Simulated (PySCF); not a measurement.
Spinor energies of Nd⁵⁵⁺ (neodymium, charge +55)

Start: [He] 2s2 2p1; 2p1/2 filled at m_j = +1/2. Calculated with PySCF 2.14 in an even-tempered Gaussian basis (17 s from 36 bohr⁻², ratio 2.4; 13 p from 46 bohr⁻², ratio 2.4; 5 d from 150 bohr⁻², ratio 2.6; 4 f from 220 bohr⁻², ratio 2.6): generalised Hartree-Fock with the X2C-1e Hamiltonian and a Gaussian nucleus; one run each with spin-orbit coupling (SO) switched off, then screened by Boettger's factors.

```
spinor shell  electrons  ε, spin-free (eV)  ε, screened SO (eV)  weight of nominal j (screened SO)  rms radius, screened SO (bohr)
       1s1/2          2           -49358.3             -49341.2                              1.000                          0.0268
       2s1/2          2           -11848.4             -11843.1                              1.000                           0.104
       2p1/2          1           -11302.2             -11706.6                              1.000                          0.0881
```

```json
{"quantity": "E (hartree)", "spin-free": "-5062.82474", "screened SO": "-5077.68444"}
{"quantity": "M_J", "spin-free": "1/2", "screened SO": "1/2"}
{"quantity": "⟨J²⟩", "spin-free": "1.108", "screened SO": "0.750"}
{"quantity": "⟨L²⟩", "spin-free": "2.000", "screened SO": "2.000"}
{"quantity": "⟨S²⟩", "spin-free": "0.750", "screened SO": "0.750"}
```

Each row is a mean over spinors that exchange with the open shell spreads, by up to 16.415 eV (2s1/2).

Breit and QED terms are absent; they matter most for the inner s and p1/2 levels.

Densities and radii are taken from the X2C orbitals without a picture-change correction, which distorts them close to the nucleus.

Without spin-orbit coupling the j labels of p, d and f shells carry no meaning; the spin-free column gives the mean over the occupied spinors of each nl shell, and its ⟨J²⟩ belongs to a mixture of degenerate components.
